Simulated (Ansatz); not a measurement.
Br2H4N2Ti (`[NH2][Ti]([NH2])([Br])[Br]`), relaxed with RKS PBE0-D4/def2-TZVP in Ansatz 0.2.0 from a GFN2-xTB geometry. The force threshold is 0.005 eV/Å; the program also tests the step.

The species carries charge 0 and has multiplicity 1.

Start:

```xyz
9

N     1.541   -0.025   -0.467
Ti   -0.033   -0.093    0.462
N    -1.533    0.233   -0.531
Br   -0.218   -2.221    1.502
Br    0.057    1.452    2.265
H     1.747    0.187   -1.442
H     2.428   -0.231    0.003
H    -2.040   -0.453   -1.095
H    -1.949    1.152   -0.697
```

By how much does the energy fall, and how many steps does the optimiser take? (Estimate.)

Ansatz gave: 0.11 eV, in 6 steps.

Which bonds change most? (An estimate is asked.)

The calculation gave: N1–Ti2 from 1.829 to 1.853 Å; Ti2–N3 from 1.828 to 1.848 Å; N1–H7 from 1.025 to 1.012 Å; N3–H9 from 1.023 to 1.012 Å.

Give the relaxed structure. (Best estimate.)

The calculation gave: 
```xyz
9

N     1.507   -0.026   -0.445
Ti   -0.038   -0.119    0.574
N    -1.427    0.239   -0.591
Br   -0.261   -2.307    1.450
Br    0.042    1.536    2.264
H     1.565    0.181   -1.430
H     2.427   -0.184   -0.052
H    -1.970   -0.473   -1.062
H    -1.847    1.152   -0.708
```
